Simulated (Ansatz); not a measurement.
A made-up structure of SiH2I (charge -1), closed shell:

Si1  (-0.418, 0.031, -0.279)
I2  (2.054, -0.405, 1.086)
H3  (-1.370, -0.649, 0.330)
H4  (-0.266, 1.022, -1.136)
(Å)

It is relaxed with PBE-D4/def2-SVPD and then PBE0-D4/def2-TZVPD (Ansatz 0.2.0). Atoms count as bonded within 1.22 times the sum of their covalent radii (H–H: 0.88 Å). The end point is not checked to be a true minimum.

Question: Does its bonding change? (Judge from chemistry; the calculation decides.)

Answer: Computed: No: no bond forms or breaks.

Where it ends: The first stage lowers the energy by 2.79 eV in 7 steps. It ends as SiH₂I ([SiH2][I]), total charge -1:
Si1  (-0.239, -0.423, -0.662)
I2  (1.812, -0.288, 1.037)
H3  (-1.280, -0.391, 0.467)
H4  (-0.294, 1.102, -0.842)
(Å)

Labels in which every atom is bracketed show which atoms are joined, not bond orders.

For scale, one of the runs: PBE0-D4/def2-TZVPD relaxation, 120 basis functions, launched by `ansatz run in.yaml --threads 2 --pin off --events-out ev --progress --plain --max-ram 4352MiB`. Hardware: 2 CPU threads of an Arm Neoverse V1, shared host. Wall time about 11 s.
